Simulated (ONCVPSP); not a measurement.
# Logarithmic derivatives: cerium, ONCV

Ce, optimised norm-conserving Vanderbilt (ONCV), made with ONCVPSP 4.0.1 (PBEsol, scalar-relativistic). Core [Kr] 4d10, reference 4f1 5s2 5p6 5d1 6s2. Waves: 5s+6s: rc 2.90 bohr, ncon 3, nbas 6, qcut 3.6 1/bohr, 2 projectors; 5p: rc 2.65 bohr, ncon 4, nbas 7, qcut 4.4 1/bohr, 2 projectors, debl 1.9 Ha; 5d: rc 2.75 bohr, ncon 4, nbas 8, qcut 3.9 1/bohr, 1 projector; 4f: rc 0.90 bohr, ncon 4, nbas 7, qcut 13.5 1/bohr, 2 projectors, debl 1.9 Ha. Local part: polynomial inside 0.65 bohr (lpopt 5, dvloc0 -1 Ha). Core correction: Teter function, fcfact 5, rcfact 1.65.

The phase is arctan(r·R′/R) of the radial function R(r), unwrapped; energies in Ha, scanned from -3 to 5 Ha. A pole is an energy at which the radial function vanishes at the test radius. The pseudo phase is shifted by a multiple of π to meet the all-electron one at the reference energy, and phase errors are pseudo minus all-electron; the curves can meet again beyond the range given. Levels narrower than the energy grid can be missing from the lists of poles. Where the grid stepped over a known ghost or core level, its pole and its step of π were put in at the level’s energy.

| channel | radius (bohr) | reference energy (Ha) | poles, all-electron | poles, pseudo | unbroken range about the reference energy with phases within 0.05 rad | phase error 1 Ha above the reference energy (rad) |
| --- | --- | --- | --- | --- | --- | --- |
| s | 2.95 | -0.14 | -1.44, 1.51 | -1.44, -0.43, 1.54 | -0.4 to 3.1 | +0.004 |
| p | 2.69 | -0.85 | -0.63, 2.91 | -0.63, 2.83 | below 3.6 | -0.001 |
| d | 2.79 | -0.11 | 0.44, 3.76 | 0.44, 3.40 | below 1.3 | -0.009 |
| f | 0.91 | -0.20 | 3.93 | 3.92 | the whole range | +0.000 |

Note: ghosts flagged at negative energy: s at -634.6 eV, s at -11.7 eV, p at -340.0 eV, d at -123.4 eV; no localised positive-energy state flagged. A true bound ghost makes a file unfit for plane-wave use.

Phases in the f channel:

```json
{"E (Ha)": "-2.98", "all-electron": "0.473", "pseudo": "0.473"}
{"E (Ha)": "-2.76", "all-electron": "0.382", "pseudo": "0.382"}
{"E (Ha)": "-2.54", "all-electron": "0.279", "pseudo": "0.279"}
{"E (Ha)": "-2.32", "all-electron": "0.164", "pseudo": "0.164"}
{"E (Ha)": "-2.10", "all-electron": "0.039", "pseudo": "0.038"}
{"E (Ha)": "-1.88", "all-electron": "-0.095", "pseudo": "-0.095"}
{"E (Ha)": "-1.66", "all-electron": "-0.232", "pseudo": "-0.232"}
{"E (Ha)": "-1.44", "all-electron": "-0.368", "pseudo": "-0.368"}
{"E (Ha)": "-1.22", "all-electron": "-0.498", "pseudo": "-0.498"}
{"E (Ha)": "-1.00", "all-electron": "-0.620", "pseudo": "-0.620"}
{"E (Ha)": "-0.78", "all-electron": "-0.730", "pseudo": "-0.730"}
{"E (Ha)": "-0.56", "all-electron": "-0.828", "pseudo": "-0.828"}
{"E (Ha)": "-0.34", "all-electron": "-0.915", "pseudo": "-0.915"}
{"E (Ha)": "-0.12", "all-electron": "-0.992", "pseudo": "-0.992"}
{"E (Ha)": "0.10", "all-electron": "-1.059", "pseudo": "-1.059"}
{"E (Ha)": "0.32", "all-electron": "-1.118", "pseudo": "-1.118"}
{"E (Ha)": "0.54", "all-electron": "-1.171", "pseudo": "-1.171"}
{"E (Ha)": "0.76", "all-electron": "-1.217", "pseudo": "-1.217"}
{"E (Ha)": "0.98", "all-electron": "-1.258", "pseudo": "-1.258"}
{"E (Ha)": "1.20", "all-electron": "-1.295", "pseudo": "-1.295"}
{"E (Ha)": "1.42", "all-electron": "-1.329", "pseudo": "-1.329"}
{"E (Ha)": "1.64", "all-electron": "-1.359", "pseudo": "-1.359"}
{"E (Ha)": "1.86", "all-electron": "-1.387", "pseudo": "-1.387"}
{"E (Ha)": "2.08", "all-electron": "-1.412", "pseudo": "-1.412"}
{"E (Ha)": "2.30", "all-electron": "-1.436", "pseudo": "-1.436"}
{"E (Ha)": "2.52", "all-electron": "-1.458", "pseudo": "-1.458"}
{"E (Ha)": "2.74", "all-electron": "-1.478", "pseudo": "-1.478"}
{"E (Ha)": "2.96", "all-electron": "-1.497", "pseudo": "-1.497"}
{"E (Ha)": "3.18", "all-electron": "-1.515", "pseudo": "-1.515"}
{"E (Ha)": "3.40", "all-electron": "-1.533", "pseudo": "-1.533"}
{"E (Ha)": "3.62", "all-electron": "-1.549", "pseudo": "-1.549"}
{"E (Ha)": "3.84", "all-electron": "-1.565", "pseudo": "-1.565"}
{"E (Ha)": "4.06", "all-electron": "-1.580", "pseudo": "-1.580"}
{"E (Ha)": "4.28", "all-electron": "-1.595", "pseudo": "-1.595"}
{"E (Ha)": "4.50", "all-electron": "-1.609", "pseudo": "-1.609"}
{"E (Ha)": "4.72", "all-electron": "-1.623", "pseudo": "-1.623"}
{"E (Ha)": "4.94", "all-electron": "-1.637", "pseudo": "-1.637"}
```
